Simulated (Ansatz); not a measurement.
Calculated with Ansatz (gas phase, PBE0-D4/def2-TZVP geometries, no zero-point term in ΔE). CBS: MP2 limit from def2 TZ/QZ plus the TZ coupled-cluster correction, frozen cores. This one scheme is used for every species. DFT in def2-TZVPP. For Ti outer-core shells are correlated without core-valence functions, which leaves a few kJ/mol of doubt a bond. Scalar relativity is left out up to krypton. Each species was taken in one conformer, which may not be the lowest.

Consider the ligand exchange at a Ti–Cl bond: `[F][Ti]([F])([F])[Cl]` + NH₃ → `[NH2][Ti]([F])([F])[F]` + HCl.

`[F][Ti]([F])([F])[Cl]`:

```xyz
5

F    -1.525    0.519    0.723
Ti   -0.026    0.073   -0.031
F    -0.265   -0.058   -1.745
F     1.161    1.299    0.289
Cl    0.655   -1.833    0.764
```

NH₃:

```xyz
4

N    -0.053    0.275    0.031
H    -0.390   -0.263    0.819
H    -0.496   -0.101   -0.798
H     0.939    0.089   -0.053
```

`[NH2][Ti]([F])([F])[F]`:

Z-matrix (Å, degrees):
```
Ti
F 1 1.752
F 1 1.761 2 108.5
N 1 1.854 2 107.4 3 119.2
F 1 1.752 2 114.6 3 -121.3
H 4 1.011 1 124.5 2 154.1
H 4 1.011 1 124.4 2 -28.4
```

HCl:

Cartesian coordinates in Å:
```
Cl -0.553 0.318 -0.040
H 0.553 -0.318 0.040
```

CCSD(T)/CBS gives +0.73 eV.

(1) Another level gave +0.82 eV. Which?
A. B97M-V/def2-TZVPP
B. BHLYP/def2-TZVPP
C. revPBE/def2-TZVPP
D. CCSD/def2-TZVPP

Largest T1 diagnostic among the species: 0.024, so the coupled-cluster value is less sure than usual.

## Answers

(1) C. revPBE 0.82, BHLYP 0.75, B97M-V 0.88, CCSD/def2-TZVPP 0.69 eV.

From r2SCAN to r2SCAN0 (25 % exact exchange), in def2-TZVPP and without D4, ΔE moves by −0.04 eV. Leaving LDA and LC-ωPBE aside and taking each functional with its dispersion term where it has one, the values, not all of them listed here, spread over 0.16 eV, from CAM-B3LYP-D4 to B97M-V. LDA lies −0.06 eV from PBE without D4.
